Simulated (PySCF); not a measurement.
## Radial density of Ge⁺ (germanium, charge +1)

B3LYP, [Ar] 3d10 4s2 4p1, 2P determinant. Calculation: PySCF 2.14, in def2-TZVP; no relativity, point nucleus.

| r (bohr) | 4πr²ρ (e/bohr) | 4πr²(ρα − ρβ) |
| --- | --- | --- |
| 0.000663 | 0.1190 | 0.0000 |
| 0.00112 | 0.3279 | 0.0000 |
| 0.00188 | 0.8817 | 0.0000 |
| 0.00316 | 2.301 | 0.0000 |
| 0.00531 | 5.669 | 0.0000 |
| 0.00893 | 12.74 | 0.0000 |
| 0.0150 | 24.47 | 0.0001 |
| 0.0253 | 36.44 | 0.0012 |
| 0.0425 | 37.45 | 0.0061 |
| 0.0715 | 31.41 | 0.0189 |
| 0.120 | 42.04 | 0.0263 |
| 0.202 | 38.49 | -0.0026 |
| 0.340 | 22.69 | 0.0255 |
| 0.572 | 28.18 | 0.0421 |
| 0.963 | 10.76 | 0.0213 |
| 1.62 | 2.597 | 0.3698 |
| 2.72 | 0.9423 | 0.3641 |
| 4.58 | 0.08957 | 0.0608 |
| 7.71 | 0.0006300 | 0.0006 |

(1) Where is the radial spin density 4πr²(ρα − ρβ) most negative, and why is it negative at all?

## Answers

(1) Around r = 0.202 bohr, down to -0.0026 e/bohr: exchange with the open shell polarises the paired shells in an unrestricted calculation.
